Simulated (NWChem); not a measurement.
# C$_{2}$H$_{3}$BFNO; SMILES C(C#N)B(F)O

```xyz
9

N      0.2817     2.5642     0.0000
C     -0.3342     1.5830     0.0000
C     -0.9917     0.2920     0.0000
B      0.0608    -0.9059     0.0000
O      1.3892    -0.7475     0.0000
F     -0.4238    -2.1396     0.0000
H     -1.6471     0.1957     0.8820
H     -1.6471     0.1957    -0.8820
H      1.6744     0.1749     0.0000
```
Atoms are numbered in this order, from 1.

Computed with NWChem. All runs use the structure optimised with PBE0/def2-SVP. Total energies of different functionals are on different scales.

| level | energy (Ha) | highest occupied level (eV) | orbital gap (eV) | dipole (D) | relative time |
|---|---|---|---|---|---|
| PBE/def2-TZVP | -332.5599 | -8.13 | 7.19 | 1.92 | 1 |
| B3LYP/def2-TZVP | -332.9456 | -9.32 | 9.13 | 1.94 | 1 |
| PBE0/def2-TZVP | -332.5694 | -9.55 | 9.65 | 1.95 | 1 |
| Hartree-Fock/def2-TZVP | -331.1844 | -12.78 | 15.30 | 2.09 | 1 |
| LDA (Slater exchange, VWN5)/def2-TZVP | -330.3459 | -8.35 | 7.13 | 1.97 | 1 |
| CAM-B3LYP/def2-TZVP | -332.8137 | -11.00 | 11.85 | 1.96 | 20 |

Relative times are rough (shared machine, one core).
